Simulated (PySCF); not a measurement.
SMILES C(C)(C[SiH2]C#C)C (C6H12Si) (GFN2-xTB optimised geometry):

```
19

C      0.664    -0.241     3.985
C      1.290     0.130     3.028
Si     2.225     0.694     1.533
C      1.410    -0.092     0.000
C     -0.120    -0.092     0.000
C     -0.675     1.329     0.000
C     -0.649    -0.860    -1.211
H      0.122    -0.565     4.827
H      2.185     2.162     1.493
H      3.614     0.228     1.647
H      1.761     0.417    -0.901
H      1.752    -1.126    -0.082
H     -0.466    -0.598     0.909
H     -0.388     1.855     0.908
H     -0.297     1.884    -0.857
H     -1.761     1.314    -0.055
H     -0.325    -0.382    -2.134
H     -0.281    -1.884    -1.208
H     -1.736    -0.888    -1.204
```

Method: PBE0/def2-SVP (PySCF).

**Question.** What are the frontier orbital energies and the dipole moment?

**Answer.** HOMO-2 -8.71 eV, HOMO-1 -8.09 eV, HOMO -7.94 eV, LUMO 0.29 eV, LUMO+1 0.42 eV; dipole moment 0.73 D.

Meta-Löwdin charges at PBE0/def2-SVP: C1 -0.15, C2 -0.27, Si3 0.61, C4 -0.40, C5 -0.03, C6 -0.30, C7 -0.30, H8 0.16, H9 -0.10, H10 -0.09, H11 0.10, H12 0.11, H13 0.09, H14 0.10, H15 0.09, H16 0.10, H17 0.09, H18 0.10, H19 0.10.
